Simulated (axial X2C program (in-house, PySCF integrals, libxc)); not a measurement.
## Potential curves of AuC⁺, 2c

Computed with an in-house relativistic program for diatomic molecules. Two-component (2c) means X2C with spin–orbit coupling and atomic mean-field two-electron Coulomb and Gaunt terms. Basis: Au dyall-cv3z [13s14p9d6f4g], C dyall-v3z [7s6p2d1f] (cores contracted in-house); Gaussian nuclei, density fitting, unrestricted open shells. Masses: Au 196.967 u, C 12.000 u.

State: Ω = 0 (closed shell). Energies in kJ/mol from the fragments at the same level (Au+ + C). Fits are polynomials in 1 − R0/R over 0.85 to 1.23 times the lowest point R0.

```json
{"R (Å)": "1.5547", "TPSS": "-273.28"}
{"R (Å)": "1.6262", "TPSS": "-339.56"}
{"R (Å)": "1.6798", "TPSS": "-368.18"}
{"R (Å)": "1.7334", "TPSS": "-383.29"}
{"R (Å)": "1.7870", "TPSS": "-388.04"}
{"R (Å)": "1.8495", "TPSS": "-383.89"}
{"R (Å)": "1.9121", "TPSS": "-372.18"}
{"R (Å)": "1.9925", "TPSS": "-349.82"}
{"R (Å)": "2.0908", "TPSS": "-316.02"}
{"R (Å)": "2.2337", "TPSS": "-262.09"}
```

The state is a single determinant with fixed occupations, the lowest that a limited PBE0 search found. The closed shell is kept restricted, so the energy runs too high when the bond is stretched far. De is counted from the lowest determinant-based energies of the atoms at the same level, without counterpoise correction. In 2c an atomic determinant is not the ground J level, so De misses part of the atomic spin–orbit lowering. This holds for TPSS. Without a current term, density functionals place determinants with orbital angular momentum somewhat too high.

Q: What are Re, ωe and De at the TPSS level?

A: At TPSS, 2c: Re = 1.790 Å, ωe ≈ 813 cm⁻¹, De = 4.02 eV to Au+ + C; Be follows as 0.465 cm⁻¹.
